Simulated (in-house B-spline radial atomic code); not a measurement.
RPA and G0W0 for Lu³⁺, [Xe] 4f14, as one setting changes: the highest l of the empty states. Start: r2SCAN. A dash marks a level of low quasi-particle weight. Computed with a B-spline radial code for spherical atoms: all electrons, scalar-relativistic (spin-free one-electron X2C), finite nucleus, each spin shell either full or empty, empty states to the listed l with an (l + 1/2)⁻⁴ tail; G0W0 by contour deformation at full frequency.

Without the two-electron picture change, the correlation of inner shells comes somewhat too large for so heavy an element.

| highest l of the empty states | RPA summed (Eh) | RPA extrapolated (Eh) | G0W0 level (eV) |
| --- | --- | --- | --- |
| 5 | -5.5557 | -6.3987 | 4f -45.46 |
| 6 | -5.8634 | -6.3918 | 4f -45.63 |
| 7 | -6.0268 | -6.3608 | 4f -45.61 |
| 8 | -6.1196 | -6.3398 | 4f -45.62 |
| 9 | ? | ? | ? |
| 10 | ? | ? | ? |
| 11 | -6.2298 | -6.3027 | 4f -45.59 |

(1) What belongs in the row for 10?

(2) What belongs in the row for 9?

Answers

(1) RPA summed (Eh): -6.2081; RPA extrapolated (Eh): -6.3105; G0W0 level (eV): 4f -45.60.

(2) RPA summed (Eh): -6.1743; RPA extrapolated (Eh): -6.3219; G0W0 level (eV): 4f -45.61.
